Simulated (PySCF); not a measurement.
Computed properties of C3H5Cl2F, SMILES ClC(Cl)(CC)F

1,1-dichloro-1-fluoropropane (C3H5Cl2F), SMILES CCC(F)(Cl)Cl. Geometry optimised at ωB97X-D3(BJ)/def2-SVP. One conformer was computed; it need not be the lowest. All values are computed for the isolated molecule unless a solvent is named; none is compared with measurement here.

**Structure.** All 27 harmonic modes at ωB97X-D3(BJ)/def2-SVP (PySCF) are real, so it is a minimum. With heavy atoms numbered as in [CH3:1][CH2:2][C:3]([F:4])([Cl:5])[Cl:6], the shortest bond between them is C3–F4 at 1.350 Å and the longest C3–Cl6 at 1.780 Å.

**Vibrations.** The strongest infrared lines (harmonic, unscaled, degenerate partners summed) lie at 875 cm⁻¹ (170 km/mol, C 63 %, H 30 %), 1224 cm⁻¹ (82 km/mol, C 66 %, H 22 %, F 12 %), 1025 cm⁻¹ (74 km/mol, H 48 %, C 34 %, F 18 %). The softest mode is at 116 cm⁻¹ and the zero-point energy is 49.3 kcal/mol.

**Electronic structure.** HF/def2-TZVP (PySCF) places the frontier levels at -12.20 and 3.72 eV, a gap of 15.92 eV, and gives a dipole moment of 2.27 D and a mean polarisability of 58.2 bohr³. PBE/def2-TZVP (PySCF) at the same geometry gives -7.37 and -1.25 eV, so its gap is 9.80 eV narrower. An orbital gap is neither the optical nor the fundamental gap.

**Excitations.** TDDFT-PBE0/def2-SVPD (PySCF) has S1 at 6.98 eV (178 nm, f = 0.020, weak); the most intense of the 10 singlets computed lies at 8.31 eV (f = 0.04). T1 (TDA) is at 6.23 eV. TDDFT-PBE/def2-SVPD (PySCF) puts S1 at 6.41 eV. No vertical singlet excitation falls in the visible range (under 3.1 eV).

**NMR.** GIAO shifts at KT2/pcSseg-1 (PySCF) (non-relativistic, atoms alike by connectivity averaged): ¹³C from 13.6 to 139.7 ppm against TMS; ¹H from 1.5 to 2.6 ppm against TMS; ¹⁹F at -86.7 ppm against CFCl3. Without spin–orbit terms, shifts of atoms bonded to Cl or Br come out too high.

**Solvation.** SMD-M06-2X/6-31G* (PySCF) gives 0.0 kcal/mol in water, -4.7 kcal/mol in 2-propanol, -3.9 kcal/mol in cyclohexanone (1 M in both phases, gas-phase geometry); of these solvents 2-propanol holds the molecule best.
